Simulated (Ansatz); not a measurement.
`[F][SnH3]` + CH₃NH₂ → `C[NH][SnH3]` + H–F at 600 K and 1 bar (ligand exchange at the Sn–F bond).

Computed with Ansatz on PBE0-D4/def2-TZVP structures; ΔE is electronic, products minus reactants. CBS: MP2 limit from def2 TZ/QZ plus the TZ coupled-cluster correction, frozen cores. This one scheme is used for every species. Elements past krypton have def2 core potentials. For Sn outer-core shells are correlated without core-valence functions, which leaves a few kJ/mol of doubt a bond.

```
      species  CCSD(T)/CBS energy (Eh)  H − E (kJ/mol)  S (J/(mol·K))
  `[F][SnH3]`               -315.62493            91.4          313.0
       CH₃NH₂                -95.75281           199.3          283.8
`C[NH][SnH3]`               -310.95876           247.5          405.5
          H–F               -100.39570            42.3          194.0
```

H − E and S are ideal-gas, rigid-rotor, harmonic terms from PBE0-D4/def2-TZVP, for one conformer and one mirror image of each species. 1 Eh = 2625.50 kJ/mol, R = 8.31446 J/(mol·K).

**Question.** By hand: ΔE, ΔH, ΔS and ΔG.

**Answer.** ΔE = (-310.95876) + (-100.39570) − (-315.62493) − (-95.75281) = 0.02328 Eh = 61.1 kJ/mol. Δ(H − E) = 247.5 + 42.3 − 91.4 − 199.3 = -0.9, so ΔH = 60.2 kJ/mol. ΔS = 405.5 + 194.0 − 313.0 − 283.8 = 2.7 J/(mol·K). ΔG = 60.2 − 600 × (2.7)/1000 = 58.6 kJ/mol.

**Question.** By hand: the equilibrium constant, and the temperature at which ΔG would vanish if ΔH and ΔS stayed fixed.

**Answer.** log₁₀ K = −ΔG/(RT ln 10) = -5.1. ΔG = 0 at ΔH/ΔS = 22296 K, far beyond where these terms or the molecules hold.

The number of gas molecules stays the same, so ΔS is small and ΔH decides. A doubt of 5 kJ/mol in ΔE shifts log₁₀ K by 0.4 here. Other conformers and mirror images would add mixing entropy, several J/(mol·K) or more a flexible species. These are equilibria of isolated gas molecules and say nothing of rates. Largest T1 diagnostic: 0.014 (customary marks: 0.02 for closed shells, 0.045 for open ones).
